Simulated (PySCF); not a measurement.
H₃InO₂. Atoms are numbered in the order given.

```xyz
6

In    -0.2983     0.0032     0.0000
H     -1.9956    -0.0200     0.0000
O      0.8182     1.6489     0.0000
H      1.7570     1.4298     0.0000
O      0.9703    -1.5437     0.0000
H      0.5463    -2.4078     0.0000
```
Charge 0, spin multiplicity 1.

Coordinates come from a B3LYP-D3(BJ)/def2-TZVP optimisation. The def2 effective core potentials stand for the cores of In; spin–orbit coupling is left out. Other conformers were not sampled.

The numbers are results of C-PCM-B3LYP/def2-SVP (PySCF), not measurements.

The values are the electrostatic part of the solvation free energy, E(continuum) − E(gas) at the gas-phase geometry, in a cavity of scaled van der Waals radii (PySCF's table); cavitation and dispersion terms are not included. A continuum can't describe solvent molecules that bind to the metal. In vacuum the orbital gap is 6.41 eV. The dipole moment in vacuum is 2.25 D.

| solvent | ε | ΔG(elec) (kcal/mol) | dipole (D) | gap (eV) |
|---|---|---|---|---|
| water | 78.36 | -10.0 | 2.86 | 6.72 |
| cyclohexanone | 15.62 | -9.4 | 2.82 | 6.71 |
| 1-octanol | 9.86 | -9.0 | 2.79 | 6.70 |
